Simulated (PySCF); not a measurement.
Gas-phase reaction: SnH4 + 4 HI = SnI4 + 4 H2

Computed with PySCF and rigid-rotor harmonic-oscillator thermochemistry at 1 bar. † marks an energy on the PBE0/def2-TZVP geometry and frequencies; other levels use their own. MP2 and CCSD(T) freeze the core. All species are closed-shell singlets. B3LYP is the form with VWN-RPA correlation. I, Sn: scalar-relativistic def2 core potential, no spin-orbit coupling. MP2 isn't extrapolated to the basis-set limit; its ΔH°(298 K) is -358.8 kJ in def2-SVP and -396.9 kJ in def2-TZVPP. CCSD(T) isn't extrapolated to the basis-set limit. The harmonic model lacks anharmonicity and excited electronic states, which grow with temperature; levels with a mode under 35 cm⁻¹ are left out. Soft modes under 120 cm⁻¹ make the harmonic entropy rough for SnI4.

```
level               ΔE electronic, kJ  ΔH°(298 K), kJ  ΔS°(298 K), J/K  ΔG°(1600 K), kJ
------------------  -----------------  --------------  ---------------  ---------------
B3LYP/def2-TZVP†                 -333            -330              -85             -239
BLYP/def2-TZVP†                  -335            -332              -85             -241
CCSD(T)/def2-SVP†                -309            -306              -85             -215
HF/def2-TZVP†                    -309            -306              -85             -215
MP2/def2-SVP†                    -362            -359              -85             -268
PBE/def2-SVP                     -328            -324              -80             -238
PBE/def2-TZVP†                   -353            -350              -85             -259
LDA/def2-TZVP†                   -325            -322              -85             -232
ωB97X-V/def2-TZVP†               -346            -343              -85             -253
```
ΔH° is lowest at MP2/def2-SVP† and highest at CCSD(T)/def2-SVP†. No reference value is set beside these.
